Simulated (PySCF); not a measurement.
Vertical excitation energies

Compound: C8H13F3.
SMILES: `C[C@H]1CC[C@@H](C(F)(F)F)CC1`

Level of theory: TDDFT B3LYP/def2-SVPD, vertical, gas phase, core orbitals frozen in the response (PySCF 2.14.0, density-fitted response routines). Isolated species at its PBE0-D3(BJ)/def2-SVP geometry (one conformer only).

| state | λ (nm) | E (eV) | f | symmetry | main configurations (H = HOMO, L = LUMO) |
| --- | --- | --- | --- | --- | --- |
| S1 | 157.0 | 7.90 | 0.0071 | A″ | H→L (98%) |
| S2 | 154.5 | 8.03 | 0.0024 | A′ | H-1→L (98%) |
| S3 | 150.5 | 8.24 | 0.031 | A′ | H-2→L (98%) |
| S4 | 148.4 | 8.36 | 0.0041 | A″ | H→L+1 (98%) |
| S5 | 146.1 | 8.48 | 0.0099 | A′ | H-1→L+1 (98%) |
| S6 | 143.0 | 8.67 | 0.029 | A″ | H→L+2 (95%) |
| S7 | 142.4 | 8.71 | 0.033 | A′ | H-2→L+1 (59%), H→L+3 (38%) |
| S8 | 141.8 | 8.75 | 0.014 | A′ | H→L+3 (54%), H-2→L+1 (28%), H-1→L+2 (15%) |
| S9 | 140.9 | 8.80 | 0.032 | A′ | H-1→L+2 (77%), H-2→L+1 (11%) |
| S10 | 140.7 | 8.81 | 0.0000 | – | H-3→L (79%), H-2→L+3 (18%) |

Triplets (Tamm–Dancoff): T1 7.75 eV, H→L (97%); T2 7.85 eV, H-1→L (93%); T3 8.06 eV, H-2→L (93%); T4 8.30 eV, H→L+1 (97%).

The lowest singlet lies at 7.90 eV (157 nm, vacuum ultraviolet) and is weak; its leading configuration is HOMO→LUMO (98%). The largest oscillator strength of a single state is 0.033. S9/S10 lie within about 0.01 eV of each other. Löwdin shares by element: HOMO carbon 54% or more (atoms not listed hold the other 46%); LUMO carbon 25% or more, hydrogen 6% or more (atoms not listed hold the other 69%). Of the 10 states listed, 5 reach f = 0.01 and 1 stays under 0.0005. The listed states span 0.92 eV, and the widest gap between neighbours is 0.21 eV (S2 to S3). Orbital energies (eV): HOMO-3 -9.54, HOMO-2 -8.89, HOMO-1 -8.68, HOMO -8.56, LUMO 0.20, LUMO+1 0.67, LUMO+2 0.91. Symmetry labels in Cs follow from the direction of the transition dipole and are given only for states with f of 0.002 or more. Singlets were solved by full linear response, triplets in the Tamm–Dancoff approximation.

Hardware: one thread of an Arm Neoverse V2, shared host with 96 logical CPUs at a one-minute load of 63. Cost: 3.1 min of wall time, 1.5 GiB resident at most.

Without π bonds the low states are Rydberg-like; a valence basis with one diffuse set may place them up to an eV too high.
